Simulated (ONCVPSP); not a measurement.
## Before and after: ONCV potential for Ag (Z = 47)

* Element: Ag (Z = 47)
* Generator: ONCVPSP 4.0.1
* Type: optimised norm-conserving Vanderbilt (ONCV)
* Functional: PBE
* Relativity: fully relativistic
* Frozen core: [Ar] 3d10
* Valence charge: 19
* Reference configuration: 4s2 4p6 4d8 (charge +3)
* Partial waves: 4s: rc 1.30 bohr, ncon 3, nbas 6, qcut 11.1 1/bohr, 2 projectors, debl 3.5 Ha; 4p: rc 1.10 bohr, ncon 3, nbas 7, qcut 8.9 1/bohr, 1 projector; 4d: rc 1.15 bohr, ncon 4, nbas 7, qcut 8.4 1/bohr, 2 projectors, debl 2.9 Ha
* Local potential: polynomial inside 1.05 bohr (lpopt 4, dvloc0 0 Ha)
* Core correction: none

Open shells are filled in proportion to 2j + 1.

In the s channel the program set the typed energies aside and used -4.911, 0.250 Ha.

Change: p: ncon 4, nbas 8.

Cutoffs: the cutoffs (Ha) at which the residual kinetic energy of the hardest occupied pseudo-wave falls to 1 and 0.1 mHa per electron; they do not see the model core or the augmentation charge, which bear on the density cutoff. Errors are all-electron minus pseudo energies relative to the spin-unpolarised reference configuration.

Q: What does the change do?

A: The potential gets harder (40 Ha and 117 Ha → 40 Ha and 150 Ha); of the 4 tests that both files solve, the error grows in 0 and shrinks in 1 by more than 15 % and 0.3 meV (median size 2.2 → 1.9 meV); neither file shows a bound ghost.

| quantity | base | changed |
| --- | --- | --- |
| cutoff, loose | 40 Ha | 40 Ha |
| cutoff, tight | 117 Ha | 150 Ha |
| loose cutoff by channel | s 40 Ha, p 35 Ha, d 35 Ha | s 40 Ha, p 40 Ha, d 35 Ha |
| bound ghosts | none | none |
| GHOST(+) flags under 300 eV | none | none |
| error for 4s2 4p6 4d10 5s1, meV [ΔE -66.07 eV] | +2.1 | +1.8 |
| error for 4s2 4p6 4d10, meV [ΔE -58.31 eV] | +2.3 | +1.9 |
| error for 4s2 4p6 4d9, meV [ΔE -36.19 eV] | +1.1 | +1.0 |
| error for 4s2 4p6 4d7, meV [ΔE 51.71 eV] | +5.4 | +5.1 |
| s: phases at 1.32 bohr within 0.05 rad from the reference energy up to (Ha; the scan ends near 5) | to the end of the scan | to the end of the scan |
| p3/2: phases at 1.12 bohr within 0.05 rad from the reference energy up to (Ha; the scan ends near 5) | 2.5 | 2.8 |
| p1/2: phases at 1.12 bohr within 0.05 rad from the reference energy up to (Ha; the scan ends near 5) | 2.3 | 2.7 |
| d5/2: phases at 1.17 bohr within 0.05 rad from the reference energy up to (Ha; the scan ends near 5) | to the end of the scan | to the end of the scan |
| d3/2: phases at 1.17 bohr within 0.05 rad from the reference energy up to (Ha; the scan ends near 5) | to the end of the scan | to the end of the scan |
